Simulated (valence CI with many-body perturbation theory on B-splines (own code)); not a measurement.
# La²⁶⁺: electric-dipole lines

Level of theory: configuration interaction combined with many-body perturbation theory (CI+MBPT): three valence electrons over a frozen Dirac-Fock core [Ar] 3d10, a basis of 11 s, 11 p, 9 d, 7 f, 5 g, 2 h, 1 i functions for each j, with the one-electron correlation potential Σ1, the two-electron term Σ2, the three-electron term Σ3, Breit, model QED; selected CI, second order for the rest (own B-spline code, finite nucleus).

The last digits are not significant, and no measured levels were compared; by estimate large intervals hold to a few tenths of a per cent, small ones and those within an open d or f shell to about a per cent.

Lines 151 to 200 of 276 in falling wavelength, among levels below 2375700 cm⁻¹, chosen from the strongest by gf and those to the six lowest levels. Wavelengths and rates use the calculated energies. Electric multipoles are in the length gauge, E1 and E2 with the static RPA response of the core. Weak lines are less certain than strong ones. Lines between different terms over intervals too small for the method are left out, as are lines whose strength nearly cancels. The highest levels of a list are the least certain.

Levels are named by their leading jj configuration (3d3/2^4 stands for four electrons in 3d with j = 3/2), which in mixed levels can hold well under half, so a name can repeat and another be missing. Letters in brackets count levels of one name in rising energy.

```
λ vac (Å)                          Upper                       Lower   A (s⁻¹)  S (a.u.) with core polarisation  S without
    114.9  (4p1/2 4p3/2 4d5/2) J=5/2 [b]       (4p1/2 4p3/2^2) J=5/2  2.78e+10                         1.25e-01   1.34e-01
    114.8         (4s 4p1/2 4d3/2) J=1/2  (4s 4p1/2 4p3/2) J=3/2 [a]  5.48e+09                         8.20e-03   8.81e-03
    114.6             (4s^2 4f5/2) J=5/2          (4s^2 4d5/2) J=5/2  2.78e+10                         1.24e-01   1.33e-01
    114.5     (4s 4p1/2 4f5/2) J=5/2 [b]  (4s 4p1/2 4d3/2) J=3/2 [b]  6.42e+10                         2.85e-01   3.03e-01
    114.3             (4s^2 4f7/2) J=7/2          (4s^2 4d5/2) J=5/2  2.93e+11                         1.73e+00   1.85e+00
    114.2  (4p1/2 4p3/2 4d5/2) J=5/2 [b]       (4p1/2 4p3/2^2) J=3/2  1.23e+11                         5.43e-01   5.81e-01
    113.7         (4s 4p1/2 4f7/2) J=9/2      (4s 4p1/2 4d5/2) J=7/2  1.10e+11                         7.99e-01   8.50e-01
    112.4     (4s 4p3/2 4d5/2) J=7/2 [a]          (4s 4p3/2^2) J=5/2  6.86e+10                         3.84e-01   4.13e-01
    112.3     (4s 4p1/2 4f7/2) J=7/2 [b]  (4s 4p1/2 4d5/2) J=5/2 [a]  8.90e+10                         4.97e-01   5.31e-01
    112.1     (4s 4p1/2 4d5/2) J=5/2 [b]      (4s 4p1/2 4p3/2) J=5/2  6.16e+07                         2.57e-04   2.88e-04
    112.1     (4s 4p1/2 4f7/2) J=7/2 [b]      (4s 4p1/2 4d5/2) J=7/2  2.64e+10                         1.47e-01   1.57e-01
    110.7         (4s 4p1/2 4f5/2) J=7/2      (4s 4p1/2 4d3/2) J=5/2  7.38e+10                         3.95e-01   4.20e-01
    110.6                (4p3/2^3) J=3/2      (4s 4p1/2 4p3/2) J=5/2  3.20e+08                         8.55e-04   9.23e-04
    110.4             (4s^2 4f5/2) J=5/2          (4s^2 4d3/2) J=3/2  3.04e+11                         1.21e+00   1.30e+00
    110.3     (4s 4p3/2 4d5/2) J=7/2 [b]          (4s 4p3/2^2) J=5/2  1.84e+11                         9.76e-01   1.05e+00
    110.1     (4s 4p3/2 4d3/2) J=1/2 [a]  (4s 4p1/2 4p3/2) J=3/2 [b]  3.49e+09                         4.60e-03   4.94e-03
    110.0     (4s 4p3/2 4d3/2) J=5/2 [a]  (4s 4p1/2 4p3/2) J=3/2 [b]  2.62e+07                         1.03e-04   1.05e-04
    109.9             (4s 4p3/2^2) J=1/2          (4s^2 4p1/2) J=1/2  4.09e+09                         5.37e-03   5.79e-03
    109.6     (4s 4p1/2 4d3/2) J=3/2 [a]          (4s 4p1/2^2) J=1/2  7.99e+08                         2.08e-03   2.23e-03
    109.5     (4s 4p3/2 4d3/2) J=3/2 [a]  (4s 4p1/2 4p3/2) J=3/2 [b]  6.39e+08                         1.66e-03   1.77e-03
    109.3             (4s 4p3/2^2) J=3/2          (4s^2 4p1/2) J=1/2  5.13e+10                         1.32e-01   1.42e-01
    109.2         (4s 4p1/2 4d5/2) J=3/2      (4s 4p1/2 4p3/2) J=5/2  1.11e+09                         2.86e-03   3.09e-03
    109.1     (4s 4p1/2 4f7/2) J=7/2 [a]      (4s 4p1/2 4d3/2) J=5/2  2.24e+10                         1.15e-01   1.23e-01
    107.7     (4s 4p1/2 4f5/2) J=5/2 [a]  (4s 4p1/2 4d3/2) J=3/2 [a]  1.45e+11                         5.35e-01   5.70e-01
    107.3     (4s 4p1/2 4d5/2) J=5/2 [b]  (4s 4p1/2 4p3/2) J=3/2 [a]  3.88e+09                         1.42e-02   1.53e-02
    107.2     (4s 4p1/2 4f5/2) J=5/2 [b]      (4s 4p1/2 4d3/2) J=5/2  7.01e+10                         2.56e-01   2.74e-01
    106.8          (4p1/2 4p3/2^2) J=1/2          (4s 4p1/2^2) J=1/2  4.88e+08                         5.87e-04   6.32e-04
    106.7          (4p3/2^2 4d3/2) J=5/2  (4s 4p1/2 4d3/2) J=3/2 [a]  3.75e+10                         1.35e-01   1.45e-01
    106.2     (4s 4p3/2 4d5/2) J=3/2 [a]      (4s 4p1/2 4p3/2) J=1/2  1.72e+11                         4.06e-01   4.37e-01
    105.9                (4p3/2^3) J=3/2  (4s 4p1/2 4p3/2) J=3/2 [a]  2.52e+10                         5.91e-02   6.37e-02
    105.6     (4s 4p1/2 4f7/2) J=7/2 [b]      (4s 4p1/2 4d3/2) J=5/2  6.30e+10                         2.93e-01   3.13e-01
    104.8     (4s 4p3/2 4d5/2) J=5/2 [a]  (4s 4p1/2 4p3/2) J=3/2 [b]  1.21e+08                         4.12e-04   4.53e-04
    104.8         (4s 4p1/2 4f5/2) J=3/2  (4s 4p1/2 4d3/2) J=3/2 [a]  8.73e+10                         1.98e-01   2.13e-01
    104.7         (4s 4p1/2 4d5/2) J=3/2  (4s 4p1/2 4p3/2) J=3/2 [a]  4.97e+09                         1.12e-02   1.21e-02
    103.4  (4p1/2 4p3/2 4d5/2) J=3/2 [a]       (4p1/2^2 4p3/2) J=3/2  6.26e+10                         1.37e-01   1.47e-01
    103.2  (4p1/2 4p3/2 4d5/2) J=5/2 [a]       (4p1/2^2 4p3/2) J=3/2  6.52e+10                         2.12e-01   2.28e-01
    103.0     (4s 4p3/2 4d5/2) J=3/2 [a]  (4s 4p1/2 4p3/2) J=3/2 [b]  5.39e+10                         1.16e-01   1.25e-01
    102.8     (4s 4p3/2 4d3/2) J=5/2 [a]      (4s 4p1/2 4p3/2) J=5/2  1.67e+11                         5.39e-01   5.80e-01
    102.4     (4s 4p3/2 4d3/2) J=3/2 [a]      (4s 4p1/2 4p3/2) J=5/2  5.65e+10                         1.20e-01   1.29e-01
    102.3     (4s 4p1/2 4f7/2) J=7/2 [c]      (4s 4p1/2 4d3/2) J=5/2  5.22e+10                         2.20e-01   2.36e-01
    102.3         (4s 4p3/2 4d3/2) J=7/2      (4s 4p1/2 4p3/2) J=5/2  2.35e+11                         9.93e-01   1.07e+00
    102.2          (4p3/2^2 4d3/2) J=1/2       (4p1/2 4p3/2^2) J=3/2  1.63e+11                         1.72e-01   1.85e-01
    102.2     (4s 4p1/2 4f5/2) J=5/2 [a]       (4p1/2 4p3/2^2) J=3/2  2.46e+10                         7.76e-02   8.31e-02
    102.1         (4s 4p1/2 4f5/2) J=7/2       (4p1/2 4p3/2^2) J=5/2  8.22e+10                         3.45e-01   3.70e-01
    102.1      (4p3/2^2 4d3/2) J=3/2 [a]       (4p1/2 4p3/2^2) J=5/2  4.24e+10                         8.90e-02   9.59e-02
    101.9          (4p3/2^2 4d3/2) J=5/2       (4p1/2 4p3/2^2) J=5/2  1.22e+11                         3.81e-01   4.10e-01
    101.7      (4p3/2^2 4d3/2) J=3/2 [b]       (4p1/2 4p3/2^2) J=1/2  1.53e+11                         3.18e-01   3.42e-01
    101.5      (4p3/2^2 4d3/2) J=3/2 [a]       (4p1/2 4p3/2^2) J=3/2  2.06e+11                         4.26e-01   4.58e-01
    101.3          (4p3/2^2 4d3/2) J=5/2       (4p1/2 4p3/2^2) J=3/2  9.24e+10                         2.84e-01   3.06e-01
    100.8     (4s 4p1/2 4f7/2) J=7/2 [a]       (4p1/2 4p3/2^2) J=5/2  1.22e+11                         4.92e-01   5.28e-01
```
